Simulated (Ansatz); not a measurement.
Species: MnF2 (charge 0, sextet). The spin state was set by rule; other spins were not relaxed. 
Structure (B3LYP-D3(BJ)/def2-TZVP (Ansatz, a first-principles code) minimum search):
```xyz
3

Mn     0.0000     0.0000     0.0000
F      0.0000     0.0000    -1.7976
F      0.0000     0.0000     1.7976
```
Charge 0, spin multiplicity 6.

Task: Give the harmonic wavenumbers at B3LYP-D3(BJ)/def2-TZVP (Ansatz, finite differences of forces, unscaled).

Result: 124, 124, 577, 725 cm⁻¹. Zero-point energy 2.2 kcal/mol.

Task: From these and the geometry, give the ideal-gas thermochemistry at 298.15 K and 1 atm (rigid rotor, harmonic oscillator).

Result: Point group D∞h, rotational symmetry number 2. Rotational constants 4.116, 4.116 GHz. S(trans) 39.50, S(rot) 15.15, S(vib) 6.85, S(elec, spin only) 3.56, S 65.1 cal/(mol K). H(298) - H(0) 3.11 kcal/mol; G - E(el) -14.1 kcal/mol.
